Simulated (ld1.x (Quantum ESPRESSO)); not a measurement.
u(r) = r·R(r): atom against pseudo-atom (Hg)

Columns: radius, all-electron u(r) and pseudo u(r) of the 5d shell (level -10.07 eV) of mercury in the configuration [Xe] 4f14 5d10 6s2 6p0; LDA (PZ), scalar-relativistic, TM semilocal scheme, ld1.x (Quantum ESPRESSO) 7.5.

```tsv
r (bohr)	all-electron	pseudo
0.125	0.2702	0.0056
0.250	-0.2756	0.0427
0.375	-0.4219	0.1308
0.500	-0.1427	0.2706
0.625	0.2323	0.4427
0.750	0.5421	0.6159
0.875	0.7472	0.7596
1.000	0.8578	0.8541
1.125	0.8983	0.8956
1.250	0.8916	0.8920
1.375	0.8561	0.8574
1.500	0.8042	0.8051
1.625	0.7446	0.7448
1.750	0.6825	0.6825
1.875	0.6212	0.6212
2.000	0.5626	0.5626
2.125	0.5078	0.5078
2.250	0.4572	0.4572
2.375	0.4109	0.4109
2.500	0.3687	0.3687
2.625	0.3306	0.3306
2.750	0.2963	0.2963
2.875	0.2653	0.2653
3.000	0.2375	0.2375
3.125	0.2126	0.2126
3.250	0.1902	0.1902
```

Problem. How many radial nodes do the two functions have?

Solution. The all-electron 5d function has n − l − 1 = 2; the pseudo-wave has 0, since the states of the same l below it are removed with the core.

Problem. At about which radius was the pseudo-wave matched?

Solution. 1.90 bohr. The columns agree to 0.0005 from 1.62 bohr on; several derivatives are matched, so the curves merge somewhat inside the radius.

Problem. Where does each function peak?

Solution. Outermost all-electron maximum near 1.12 bohr, pseudo maximum near 1.12 bohr (to the table’s step).

Problem. Is the pseudo-wave norm-conserving?

Solution. Yes: the TM semilocal scheme keeps the norm inside the radius equal to the all-electron one, which fixes the energy derivative of the logarithmic derivative at the level.
